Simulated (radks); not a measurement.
The tin ion Sn9+, configuration [Kr] 4d5.

All-electron calculation, Dirac Kohn-Sham, PBE, spin-unpolarised, spherical densities, finite nucleus; open shells are shared between the two j in proportion to 2j + 1; Fermi nuclear charge, rms radius 4.6519 fm. Program: a radial shooting solver on a logarithmic mesh with Libxc functionals.

Energy parts (eV):
total: -167452.922
kinetic: 176362.338
electron-nucleus: -399762.842
Hartree: 60287.272
exchange-correlation: -4339.691

Orbitals (lengths in bohr, moments of r in powers of bohr; r(max) is where P^2 peaks; r(90%) holds 90 % of the orbital's charge):
orbital  occ.  eigenvalue (eV)  r(90%)      <r>  <1/r>   r(max)
1s1/2       2        -29161.02  0.0522  0.02906  53.08  0.01877
2s1/2       2        -4544.135   0.194   0.1251  12.31   0.1062
2p1/2       2        -4255.856   0.173   0.1058  12.29  0.08180
2p3/2       4        -4025.207   0.181   0.1112  11.45  0.08632
3s1/2       2        -1009.072   0.498   0.3385  4.359   0.3075
3p1/2       2        -892.0637   0.495   0.3292  4.268   0.2938
3p3/2       4        -849.7636   0.511   0.3404  4.061   0.3040
3d3/2       4        -643.3453   0.491   0.3114  3.909   0.2489
3d5/2       6        -634.5886   0.496   0.3150  3.856   0.2518
4s1/2       2        -287.5316    1.13   0.7904  1.771   0.7351
4p1/2       2        -247.0953    1.19   0.8222  1.675   0.7558
4p3/2       4        -238.5637    1.22   0.8454  1.613   0.7777
4d3/2       2        -172.6220    1.38   0.9303  1.416   0.8281
4d5/2       3        -171.1867    1.39   0.9379  1.402   0.8352

The highest occupied level is 4d5/2 at -171.19 eV. The density falls to 0.001 e/bohr^3 at r = 2.24 bohr. The electron density at the nucleus is 1.911e+05 e/bohr^3. Summed over all electrons, <r^2> = 13.54 bohr^2, which gives a Langevin (diamagnetic) susceptibility term of -10.7 x 10^-6 cm^3/mol. For comparison, the ionisation energy in NIST's Atomic Spectra Database is 184 eV (theoretical). In exact Kohn-Sham theory the highest level is minus the ionisation energy, but local and semilocal functionals leave it too shallow, through self-interaction and a potential that decays too fast; potentials with the right tail come closer.

Beside tabulated values, note that spin-unpolarised runs miss the spin-polarisation part of the exchange energy of open shells.
